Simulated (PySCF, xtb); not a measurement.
Al(F)(H)(SeH) (AlFH2Se), SMILES [SeH][AlH][F]. One conformer was computed; it need not be the lowest.

Harmonic wavenumbers (cm⁻¹) from GFN2-xTB (xtb) at its own minimum, in rising order: 124, 124, 370, 413, 439, 597, 802, 1920, 2015.

Task: What does B3LYP-D3(BJ)/def2-TZVP in PySCF give at its own minimum? (Estimate from the structure and the level; the computed values follow.)

Result: 159, 251, 384, 458, 584, 660, 838, 1993, 2397. Paired by order, the mean absolute difference is 102 cm⁻¹ and the zero-point energies are 9.7 and 11.0 kcal/mol.
